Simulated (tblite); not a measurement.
C4H4BrN2S (doublet state).
SMILES with atom numbers: `[CH3:1][S:2][c:3]1[c:4][nH:5][n:6][c:7]1[Br:8]` (hydrogens: H9, H10, H11 on C1; H12 on N5)
Bond orders are those of one Lewis drawing.

Computed with GFN2-xTB (tblite), gas phase: L-BFGS steps from a force-field or distance-geometry start until the largest atomic force falls under 0.01 eV/Å.

Geometry at step 43:
```
atom  x, y, z in Å
C1     -2.2974   -0.2567   -0.2171
S2     -1.2474    1.2166   -0.1116
C3      0.2641    0.4225    0.1459
C4      0.5921   -0.9241   -0.0752
N5      1.8904   -1.0326    0.2062
N6      2.4756    0.1456    0.5027
C7      1.5106    1.0361    0.4305
Br8     1.8318    2.8398    0.8038
H9     -3.3194    0.0735   -0.3792
H10    -1.9352   -0.8352   -1.0655
H11    -2.2390   -0.8353    0.7017
H12     2.4748   -1.8508    0.1200
```

Question: What forces act on the atoms?

Answer: 
```csv
atom,Fx (eV/Å),Fy (eV/Å),Fz (eV/Å)
C1,-0.036,-0.004,-0.033
S2,-0.111,-0.003,0.066
C3,0.123,-0.010,-0.095
C4,0.011,0.001,0.011
N5,0.018,0.003,-0.003
N6,0.058,-0.044,-0.050
C7,-0.027,0.039,0.070
Br8,-0.028,-0.025,0.022
H9,0.054,0.028,-0.045
H10,-0.067,-0.082,0.110
H11,0.072,0.065,-0.071
H12,-0.066,0.032,0.018
```

The largest, 0.16 eV/Å, acts on C3 (H10 within 3 % of it); the rms over all components is 0.055 eV/Å. The forces sum to zero within rounding, as they must for an isolated molecule in no field.

Question: Give the force on C3 in Eh/bohr and in nN.

Answer: 0.156 eV/Å ÷ 51.422 = 0.00303 Eh/bohr, and 0.156 eV/Å × 1.602 = 0.25 nN.

Question: How far is this geometry from the end of the optimisation?

Answer: 0.030 eV above it, and 0.229 Å rms away after alignment. The bonds farthest from their final lengths, with half the difference of the two atoms' forces along the bond (positive lengthens):

| bond | now (Å) | final (Å) | force along bond (eV/Å) |
| --- | --- | --- | --- |
| S2–C3 | 1.727 | 1.730 | +0.09 |
| C1–S2 | 1.812 | 1.810 | -0.02 |
| N6–C7 | 1.315 | 1.317 | +0.06 |
| C3–C7 | 1.418 | 1.416 | -0.04 |
| C1–H9 | 1.086 | 1.085 | -0.04 |

The angle farthest from its final value is S2–C3–C7, 126.9° against 128.1°.

What follows is the cost of the whole relaxation. On an Arm Neoverse V2 with one thread, no GPU (shared host), this took 0.57 s.
